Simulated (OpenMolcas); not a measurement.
Levels of Ru2+ by method

| Property | Result |
| --- | --- |
| Program | OpenMolcas |
| Basis | ANO-RCC-VDZP [6s5p3d1f] |
| Scalar Hamiltonian | DKH2, point nucleus |
| Active space | 6 electrons in 5 orbitals (4d) |
| State averaging | 2S+1 = 5 even, 5 roots; 2S+1 = 3 even, 45 roots; 2S+1 = 1 even, 50 roots |
| Spin-orbit coupling | RASSI with atomic mean-field integrals over the reference wave functions, term energies averaged over their components |

Methods on the same reference wave functions:
A. CASSCF
B. SS-CASPT2, IPEA 0.25 Eh, imaginary shift 0.1 Eh (closed shells correlated: 4s 4p)
C. MS-CASPT2, IPEA 0.25 Eh, imaginary shift 0.1 Eh (closed shells correlated: 4s 4p)

Energies in eV above 4d⁶ ⁵D₄, the measured ground level; measured values from Moore, Atomic Energy Levels, vol. III, NSRDS-NBS 35 (1971 reprint of NBS Circular 467, 1958).

```
     Level       A       B       C  Measured
   4d⁶ ⁵D₄  0.0000  0.0000  0.0000    0.0000
   4d⁶ ⁵D₃  0.1487  0.1504  0.1504    0.1437
   4d⁶ ⁵D₂  0.2400  0.2380  0.2381    0.2264
   4d⁶ ⁵D₁  0.2986   0.295   0.295    0.2810
   4d⁶ ⁵D₀  0.3268   0.323   0.323    0.3070
   4d⁶ ³H₆  2.1622   2.054   2.054          
   4d⁶ ³H₅  2.2129   2.091   2.091          
4d⁶ ³P₂(1)  2.3006   1.904   1.904          
4d⁶ ³F₃(1)  2.5182   2.241   2.240          
4d⁶ ³F₂(1)  2.5881   2.295   2.297          
4d⁶ ³P₁(1)  2.7252   2.331   2.332          
   4d⁶ ³G₅  2.7503   2.543   2.543          
4d⁶ ³P₀(1)  2.8271   2.424   2.422          
   4d⁶ ³G₄  2.8926   2.665   2.664          
   4d⁶ ³G₃  2.9321   2.699   2.700          
   4d⁶ ¹I₆  3.3193   3.162   3.163          
   4d⁶ ³D₂  3.4721   3.059   3.058          
   4d⁶ ³D₁  3.4900   3.085   3.085          
   4d⁶ ³D₃  3.5182   3.112   3.113          
4d⁶ ¹G₄(1)  3.5746   3.280   3.281          
4d⁶ ¹S₀(1)  4.1130   3.614   3.607          
4d⁶ ¹D₂(1)  4.3048   3.753   3.754          
   4d⁶ ¹F₃  4.8290   4.263   4.263          
4d⁶ ³P₀(2)  5.5050   4.780   4.783
```

Deviations, from unrounded energies. A percentage is the sum of absolute deviations over the sum of measured energies, with the sign that they share, or ± where signs differ.

```csv
Against measurement,Levels,A,B,C
mean absolute deviation (cm-1),4,110,98,98
fine structure of the ground term (%),4,+5.8,+5.1,+5.1
```

B, C lie about equally close to measurement and A furthest from it. The largest miss of B in the table is 4d⁶ ⁵D₀, by +130 cm-1. The ranking rests on the paired levels alone, and a cruder setting can come out closer through cancelling errors.

Between B and C the level of the table that moves most is 4d⁶ ¹S₀(1), by 56 cm-1 (lowest in C, highest in B). Moves below CASPT2's spread within the term are not significant.

The two smallest mean deviations differ by little beside CASPT2's spread within terms, so their order carries little weight.

From A to B the spin-free energies of the other terms of 4d⁶ shown, above ⁵D, scale by factors of 0.83 to 0.95, as is usual when dynamic correlation screens the repulsion within a d or f shell.

The lowest spin-free term lies below A's lowest term by 0.291 hartree in B, 0.291 hartree in C.

CASPT2 breaks the degeneracy within a term, and the mean is taken; among the terms shown or strongly mixed into the levels shown the widest spread is 1400 cm-1 (4d⁶ ¹I, C). Levels of configurations with an s electron are missing; early in the row they begin among the upper levels of the d shell and mix with terms of their name. Without dynamic correlation excited terms often stand tens of per cent too high (terms of higher spin than the ground term too low), and those without a measured partner can miss by more than the paired ones (holds for A). The CASPT2 spread within a term exceeds the gap to the next term for 4d⁶ ³P(1) and 4d⁶ ³H, 4d⁶ ³D and 4d⁶ ¹I, 4d⁶ ¹I and 4d⁶ ¹G(1), so the order of their levels is uncertain (holds for C). Measured partners are found by configuration, term and J. A level has none where our copy of the source lacks it or the pairing is in doubt (some pairs that miss far off the trend of their configuration count as doubtful), and it then counts in no deviation. Only configurations of the active space appear. Levels that lie high or do not pair safely by name in every column are left out.

A number in round brackets counts repeated terms of one configuration in the order of the reference energies.
